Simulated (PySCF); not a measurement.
## Ionisation energy of Sm⁴⁹⁺ by level of theory

Sm⁴⁹⁺ [Ne] 3s2 3p1 (2P) → Sm⁵⁰⁺ [Ne] 3s2 (1S), as a difference of total energies. Calculation: PySCF 2.14, in an even-tempered Gaussian basis (16 s from 10 bohr⁻², ratio 2.5; 10 p from 14 bohr⁻², ratio 2.5; 4 d from 54 bohr⁻², ratio 2.7; 4 f from 80 bohr⁻², ratio 2.7); no relativity, point nucleus. Correlated levels: outer shells: 1s2 frozen; virtual orbitals above 40 to 60 times the deepest correlated orbital energy dropped. The calculations carry no spin-orbit coupling.

| method | ionisation energy (eV) |
| --- | --- |
| UHF | 4132.4 |
| MP2 (outer shells) | 4132.6 |
| SCS-MP2 (outer shells) | 4132.3 |
| CCSD (outer shells) | 4132.2 |
| CCSD(T) (outer shells) | 4132.2 |

A first-order spin-orbit estimate (lowest level to lowest level, LS coupling) adds 76.575 eV.

The gap to the reference is mostly relativistic.

First order in ζ underestimates the shift of j = l − 1/2 levels at high Z.

For comparison: 4337 ± 4 eV (theoretical estimate listed by NIST; NIST Atomic Spectra Database, ionization energies).
